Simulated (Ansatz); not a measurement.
BrH$_{2}$MgN, SMILES `[NH2][Mg][Br]`, relaxed with RKS PBE-D4/def2-SVP in the Gaussian-basis code of Ansatz from a rough embedded geometry. The force threshold is 0.03 eV/Å; the program also tests the step.

Total charge 0; spin multiplicity 1.

Start:

```xyz
5

N    -0.455   -1.077   -0.240
Mg    0.616    0.540    0.304
Br    1.961    2.556    0.960
H    -1.435   -0.986    0.261
H    -0.688   -1.033   -1.285
```

Task: By how much does the energy fall, and how many steps does the optimiser take? (Best estimate.)

Result: Ansatz gave: 32.97 kJ/mol, in 5 steps.

Task: Which bonds change most? (Estimate.)

Result: Ansatz gave: Mg2–Br3 from 2.510 to 2.366 Å; N1–Mg2 from 2.015 to 1.891 Å; N1–H4 from 1.105 to 1.024 Å; N1–H5 from 1.072 to 1.024 Å.

Task: Give the relaxed structure. (Estimate.)

Result: Computed: 
```xyz
5

N    -0.599   -0.727   -0.291
Mg    0.551    0.666    0.268
Br    1.990    2.408    0.968
H    -1.338   -1.166    0.266
H    -0.603   -1.180   -1.210
```
